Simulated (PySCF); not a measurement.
XPS shifts beside NMR shieldings

C₆H₁₁B.
Atom-mapped SMILES: `[BH2:1]/[C:2](=[CH:3]\[CH3:4])[C:5](=[CH2:6])[CH3:7]`

Binding energies: delta-SCF UKS SCAN, pcX-2 on the ionised atom, pcseg-1 elsewhere, spin-free X2C (PySCF). Shieldings: GIAO PBE0/pcSseg-1, non-relativistic, same geometry.

```
atom  C 1s (eV)
  C2     289.87
  C3     290.21
  C4     290.77
  C5     290.40
  C6     289.37
  C7     290.62
```

**Question.** What are the absolute isotropic shieldings of these atoms?

**Answer.** 
| atom | environment | C 1s (eV) | isotropic shielding (ppm) |
| --- | --- | --- | --- |
| C6 | terminal =CH2 carbon | 289.37 | 60.0 |
| C2 | fully substituted alkene carbon | 289.87 | 33.1 |
| C3 | alkene CH carbon | 290.21 | 19.5 |
| C5 | fully substituted alkene carbon | 290.40 | 33.9 |
| C7 | allylic carbon | 290.62 | 161.7 |
| C4 | allylic carbon | 290.77 | 162.7 |

**Question.** Among the listed atoms, is the one with the highest binding energy also the least shielded?

**Answer.** No. The highest binding energy is at C4 (290.77 eV, shielding 162.7 ppm), the lowest shielding at C3 (19.5 ppm, 290.21 eV).

Over these 6 sites the two quantities correlate at r = 0.60. By binding energy: C6 < C2 < C3 < C5 < C7 < C4. By shielding: C3 < C2 < C5 < C6 < C7 < C4.

The unrestricted hole states depart most from a pure doublet (⟨S²⟩ = 0.75; over 0.85 named) for C 1s of C3 (0.90) and C 1s of C5 (0.88), which makes these values less certain. One conformer (not necessarily the lowest) at the PBE0-D3(BJ)/def2-SVP geometry, without solvent, vibrations or thermal averaging.

Conformer computed: `[BH2:1]/[C:2](=[CH:3]\[CH3:4])[C:5](=[CH2:6])[CH3:7]`: B1–C2–C5–C6 5°.
